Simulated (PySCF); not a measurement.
# One molecule, many functionals

GeH4.
Numbering: `[GeH4:1]` (hydrogens: H2, H3, H4, H5 on Ge1)

Linear-response calculations in the def2-SVPD basis (PySCF; singlets by full response, triplets Tamm–Dancoff, core orbitals frozen in the response; HF means time-dependent Hartree–Fock). 'Strongest' is the level of largest summed f among the singlets computed (10 roots, of which the last may lack a degenerate partner); it can jump between rows when another state enters that window. S1 is the lowest singlet of each run and needn't be the same state throughout; f(S1) is that of one state. Isolated species at its PBE0-D3(BJ)/def2-SVP geometry, gas phase. Relativistic effects, spin–orbit coupling among them, are left out although an element past zinc is present.

```tsv
functional	kind	S1 (eV)	f(S1)	strongest (eV)	T1 (eV)	HOMO (eV)	gap (eV)	ionisation energy, ΔSCF (eV)
LDA	LDA	8.01	0.112	8.01	7.55	-8.35	7.81	12.17
PBE	GGA	8.07	0.103	8.07	7.53	-8.32	7.88	12.09
B3LYP	global hybrid, 20% exact exchange	8.46	0.132	8.46	7.82	-9.42	9.33	12.18
PBE0	global hybrid, 25% exact exchange	8.68	0.142	8.68	7.91	-9.63	9.85	12.16
BHandHLYP	global hybrid, 50% exact exchange	9.07	0.188	9.07	8.16	-10.86	11.53	12.32
wB97X-D	range-separated hybrid	8.89	0.184	8.89	8.35	-11.53	13.18	12.38
LC-wPBE	range-separated hybrid	9.34	0.224	9.34	8.24	-12.45	14.16	not settled
HF	Hartree–Fock	9.83	0.314	9.83	8.34	-12.84	14.80	not settled
```

Question: What does CAM-B3LYP (range-separated hybrid) give?

Answer: S1 (eV) 8.78, f(S1) 0.164, strongest (eV) 8.78, T1 (eV) 8.01, HOMO (eV) -11.03, gap (eV) 11.82, ionisation energy, ΔSCF (eV) 12.32. S1 runs from 8.01 eV (LDA) to 9.83 eV (HF), a spread of 1.82 eV, while the orbital gap spreads over 7.0 eV. Along PBE (0%), B3LYP (20%), PBE0 (25%), BHandHLYP (50%), HF (100%) S1 rises with the share of exact exchange. −ε(HOMO) comes closest to its own ΔSCF ionisation energy with wB97X-D (-0.85 eV) and misses most with LDA (-3.82 eV). 'Not settled' means that the ion's SCF failed to converge or may have ended in another state than the lowest.
